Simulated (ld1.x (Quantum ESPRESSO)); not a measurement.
Au: one change to a TM semilocal potential, before and after

ld1.x (Quantum ESPRESSO) 7.5 input, shortened:

```
&input
   title='Au', zed=79., rel=1, dft='WC', iswitch=3,
   config='[Xe] 4f14 5d9 6s0 6p0'
 /
 &inputp
   pseudotype=1, tm=.true., lloc=1,
   nlcc=.true., new_core_ps=.true., rcore=1.10
 /
3
5S  1  0   2.00   0.00  1.50  1.50  0.0
5D  3  2   9.00   0.00  2.00  2.00  0.0
5P  2  1   6.00   0.00  1.50  1.50  0.0
 &test
   configts(1)='5s2 5p6 5d9 6s0 6p0'
 /
```

All-electron outer shells of the reference configuration (Wu–Cohen, scalar-relativistic, ld1.x):

```json
{"shell": "5s", "level (eV)": "-130.09", "outermost node (bohr)": "0.48", "outermost maximum (bohr)": "0.84"}
{"shell": "4f", "level (eV)": "-102.92", "outermost node (bohr)": "–", "outermost maximum (bohr)": "0.37"}
{"shell": "5p", "level (eV)": "-81.34", "outermost node (bohr)": "0.52", "outermost maximum (bohr)": "0.96"}
{"shell": "5d", "level (eV)": "-27.37", "outermost node (bohr)": "0.56", "outermost maximum (bohr)": "1.20"}
{"shell": "6s", "level (eV)": "-22.77", "outermost node (bohr)": "1.10", "outermost maximum (bohr)": "2.13"}
{"shell": "6p", "level (eV)": "-14.50", "outermost node (bohr)": "1.29", "outermost maximum (bohr)": "2.67"}
```

Change: wave 5s (bound): rc 1.50 bohr becomes 5s (bound): rc 1.12 bohr.

Cutoffs: the cutoffs (Ry, on a coarse ladder) from which the occupation-weighted sum of valence levels, in a spherical-Bessel basis at the reference potential, stays within 10 and 1 mRy of its value at 400 Ry; they do not see the model core or the augmentation charge, which bear on the density cutoff. Errors are all-electron minus pseudo energies relative to the spin-unpolarised reference configuration.

**Question.** How do hardness, ghosts and transferability respond?

**Answer.** The potential gets harder (80 Ry and 110 Ry → 140 Ry and 230 Ry); of the 7 tests that both files solve, the error grows in 0 and shrinks in 3 by more than 15 % and 0.3 meV (median size 108.6 → 108.5 meV); the range in which the s phases agree widens (upper end -3.8 → -2.3); neither file shows a bound ghost at the reference potential, the only one tested. A smaller radius makes the pseudo-wave follow the all-electron one further in, where it bends more sharply, so more plane waves are needed. Less of the atom is replaced, so other configurations are described better. A semilocal file is local in each channel, so a ghost entry of none says nothing of the separable form that plane-wave codes build from it.

```csv
quantity,base,changed
"cutoff, loose",80 Ry,140 Ry
"cutoff, tight",110 Ry,230 Ry
loose cutoff by channel (10 mRy a level),"s 45 Ry, d 35 Ry, p 45 Ry","s 110 Ry, d 35 Ry, p 45 Ry"
bound ghosts,none,none
"error for 5s2 5p6 5d10 6s1 6p0, meV [ΔE -30.69 eV]",+2843,+272
"error for 5s2 5p6 5d10 6s0 6p0, meV [ΔE -21.24 eV]",+3.4,+3.3
"error for 5s2 5p6 5d8 6s0 6p0, meV [ΔE 33.92 eV]",-6.7,-6.8
"error for 5s2 5p6 5d7 6s0 6p0, meV [ΔE 81.67 eV]",-14,-15
"error for 5s2 5p6 5d10 6s0.5 6p0, meV [ΔE -26.90 eV]",+1567,+153
"error for 5s2 5p6 5d9 6s1 6p1, meV [ΔE -23.10 eV]",+3544,+473
"error for 5s2 5p6 5d10 6s0 6p1, meV [ΔE -25.30 eV]",+109,+108
s: phases at 2.20 bohr within 0.05 rad from the reference energy up to (Ry; the scan ends near 5),-3.8,-2.3
p: phases at 2.20 bohr within 0.05 rad from the reference energy up to (Ry; the scan ends near 5),-1.3,-1.3
d: phases at 2.20 bohr within 0.05 rad from the reference energy up to (Ry; the scan ends near 5),to the end of the scan,to the end of the scan
```

Base: These tests converged, but a pseudo level misses the all-electron one widely, so the file describes the atom poorly there or has found another state: 5s2 5p6 5d10 6s1 6p0: 6s by 2.3 eV; 5s2 5p6 5d10 6s0 6p0: empty 6s by 3.4 eV; 5s2 5p6 5d8 6s0 6p0: empty 6s by 5.5 eV; 5s2 5p6 5d7 6s0 6p0: empty 6s by 6.8 eV; 5s2 5p6 5d10 6s0.5 6p0: 6s by 2.8 eV; 5s2 5p6 5d9 6s1 6p1: 6s by 2.8 eV; 5s2 5p6 5d10 6s0 6p1: empty 6s by 2.2 eV.
